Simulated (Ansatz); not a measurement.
Geometry optimisation, RKS PBE0-D4/def2-SVP in Ansatz.

The input (input.yaml):

```yaml
crystal:
  periodic: [false, false, false]
  atoms:
    - { symbol: B, position_ang: [-0.17225, 0.547186, -0.650336] }
    - { symbol: F, position_ang: [-0.446744, 0.417642, 1.863379] }
    - { symbol: "N", position_ang: [1.109837, 0.010162, -0.261909] }
    - { symbol: H, position_ang: [1.391986, -0.932588, -0.493652] }
    - { symbol: H, position_ang: [1.891993, 0.653334, -0.226439] }
    - { symbol: "N", position_ang: [-1.176682, -0.227299, -1.258434] }
    - { symbol: H, position_ang: [-1.073985, -1.215427, -1.44716] }
    - { symbol: H, position_ang: [-2.128814, 0.102822, -1.330276] }
    - { symbol: O, position_ang: [-0.337289, 1.879348, -0.297132] }
    - { symbol: Si, position_ang: [-1.569817, 2.737412, 0.416956] }
    - { symbol: H, position_ang: [-2.811997, 1.90247, 0.51863] }
    - { symbol: H, position_ang: [-1.161918, 3.227972, 1.765677] }
    - { symbol: H, position_ang: [-1.865751, 3.921545, -0.449206] }
    - { symbol: H, position_ang: [0.24843, 0.368521, 1.233402] }
basis:
  gaussian: { orbitals: def2-SVP }
hamiltonian:
  xc: pbe0
  dispersion: d4
relax:
  f_tol: 0.03
  max_steps: 50
output:
  orbitals: {}
```

Launched with:

```bash
$ ansatz run input.yaml --threads 4 --pin off --max-ram 5120MiB --backend cpu --events-out ev --progress --plain --runs-dir out
```

**Question.** Where does it end, and by what steps?

**Answer.** It converged. After 25 steps the energy has fallen by 0.248 eV; H12 moved furthest, 1.16 Å.

```json
{"step": "0", "energy less start (eV)": "0.0000", "largest force component (eV/Å)": "0.744", "accepted": "yes"}
{"step": "1", "energy less start (eV)": "-0.1342", "largest force component (eV/Å)": "0.383", "accepted": "yes"}
{"step": "2", "energy less start (eV)": "-0.1631", "largest force component (eV/Å)": "0.267", "accepted": "yes"}
{"step": "3", "energy less start (eV)": "-0.0204", "largest force component (eV/Å)": "1.184", "accepted": "no"}
{"step": "4", "energy less start (eV)": "-0.1775", "largest force component (eV/Å)": "0.127", "accepted": "yes"}
{"step": "5", "energy less start (eV)": "-0.1822", "largest force component (eV/Å)": "0.073", "accepted": "yes"}
{"step": "6", "energy less start (eV)": "-0.1875", "largest force component (eV/Å)": "0.103", "accepted": "yes"}
{"step": "7", "energy less start (eV)": "-0.1915", "largest force component (eV/Å)": "0.231", "accepted": "yes"}
{"step": "8", "energy less start (eV)": "-0.1956", "largest force component (eV/Å)": "0.190", "accepted": "yes"}
{"step": "9", "energy less start (eV)": "-0.1974", "largest force component (eV/Å)": "0.139", "accepted": "yes"}
{"step": "10", "energy less start (eV)": "-0.2025", "largest force component (eV/Å)": "0.064", "accepted": "yes"}
{"step": "11", "energy less start (eV)": "-0.2055", "largest force component (eV/Å)": "0.259", "accepted": "yes"}
{"step": "12", "energy less start (eV)": "-0.2104", "largest force component (eV/Å)": "0.147", "accepted": "yes"}
{"step": "13", "energy less start (eV)": "-0.2060", "largest force component (eV/Å)": "0.358", "accepted": "no"}
{"step": "14", "energy less start (eV)": "-0.2170", "largest force component (eV/Å)": "0.108", "accepted": "yes"}
{"step": "15", "energy less start (eV)": "-0.2209", "largest force component (eV/Å)": "0.169", "accepted": "yes"}
{"step": "16", "energy less start (eV)": "-0.2260", "largest force component (eV/Å)": "0.261", "accepted": "yes"}
{"step": "17", "energy less start (eV)": "-0.2292", "largest force component (eV/Å)": "0.449", "accepted": "yes"}
{"step": "18", "energy less start (eV)": "-0.2372", "largest force component (eV/Å)": "0.170", "accepted": "yes"}
{"step": "19", "energy less start (eV)": "-0.2411", "largest force component (eV/Å)": "0.174", "accepted": "yes"}
{"step": "20", "energy less start (eV)": "-0.2410", "largest force component (eV/Å)": "0.285", "accepted": "no"}
{"step": "21", "energy less start (eV)": "-0.2452", "largest force component (eV/Å)": "0.078", "accepted": "yes"}
{"step": "22", "energy less start (eV)": "-0.2467", "largest force component (eV/Å)": "0.125", "accepted": "yes"}
{"step": "23", "energy less start (eV)": "-0.2476", "largest force component (eV/Å)": "0.081", "accepted": "yes"}
{"step": "24", "energy less start (eV)": "-0.2478", "largest force component (eV/Å)": "0.044", "accepted": "yes"}
{"step": "25", "energy less start (eV)": "-0.2482", "largest force component (eV/Å)": "0.021", "accepted": "yes"}
```

```xyz
14
Properties=species:S:1:pos:R:3
B -0.464 0.481 -0.802
F -0.729 0.277 2.052
N 0.781 0.299 -0.058
H 1.375 -0.489 -0.291
H 1.341 1.134 0.088
N -0.994 -0.550 -1.598
H -0.554 -1.444 -1.751
H -1.915 -0.461 -2.001
O -1.147 1.659 -0.677
Si -1.383 2.797 0.519
H -2.501 2.414 1.420
H -0.126 3.035 1.291
H -1.737 4.063 -0.187
H -0.050 0.178 1.381
```

Whether the end is a true minimum wasn't checked by a vibrational analysis.

Time of the run: 46 s on 4 threads of AMD EPYC 9R14 (Zen 4), with other jobs on the host, peak memory 0.35 GiB.
